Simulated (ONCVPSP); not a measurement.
## An all-electron radial function and its pseudo partner (oxygen (O))

Columns: radius, all-electron u(r) and pseudo u(r) of the 2p shell (level -9.20 eV) of oxygen in the configuration [He] 2s2 2p4; LDA (Perdew-Wang 92), scalar-relativistic, ONCV scheme, ONCVPSP 4.0.1.

```tsv
r (bohr)	all-electron	pseudo
0.072	0.0598	0.0226
0.145	0.1856	0.0887
0.217	0.3249	0.1888
0.290	0.4578	0.3141
0.362	0.5706	0.4474
0.435	0.6632	0.5789
0.507	0.7332	0.6934
0.580	0.7844	0.7860
0.652	0.8177	0.8501
0.725	0.8369	0.8876
0.798	0.8441	0.9004
0.870	0.8417	0.8936
0.942	0.8318	0.8734
1.015	0.8160	0.8449
1.088	0.7959	0.8129
1.160	0.7728	0.7811
1.232	0.7476	0.7506
1.305	0.7205	0.7211
1.378	0.6925	0.6925
1.450	0.6644	0.6644
1.522	0.6363	0.6363
1.595	0.6080	0.6080
1.668	0.5802	0.5802
1.740	0.5533	0.5533
1.812	0.5271	0.5271
1.885	0.5013	0.5013
```

Question: How many radial nodes do the two functions have?

Answer: The all-electron 2p function has n − l − 1 = 0; the pseudo-wave has 0.

Question: At about which radius was the pseudo-wave matched?

Answer: 1.45 bohr, where the columns begin to agree (steps of 0.07 bohr).

Question: Is the pseudo-wave norm-conserving?

Answer: Yes: the ONCV scheme keeps the norm inside the radius equal to the all-electron one, which fixes the energy derivative of the logarithmic derivative at the level.
